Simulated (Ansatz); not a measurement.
Ansatz results at the PBE0-D4/def2-TZVP geometry: LUMO energy (PBE0/def2-TZVPP) -1.23 eV; size of the dipole moment (B3LYP/def2-TZVPP) 1.90 D; ideal-gas entropy at 298 K and 1 bar (rigid rotor, harmonic PBE0-D4/def2-TZVP) 358 J/(mol·K).

Each molecule was computed in one conformer, which needn't be the lowest.

(1) Which molecule gave them?
A. `[CH2]1[AlH][Se]1`
B. `[CH3][AlH][O][SiH2]O`
C. `ClC[SiH2][GaH2]`
D. `C=C[Se]CO`

Results:

(1) C. The others give `[CH2]1[AlH][Se]1`: -1.38, 2.21, 291; `[CH3][AlH][O][SiH2]O`: -0.68, 1.53, 420; `C=C[Se]CO`: -0.40, 1.69, 353.

B3LYP here is the variant with VWN-RPA as its local correlation; programs differ in this.
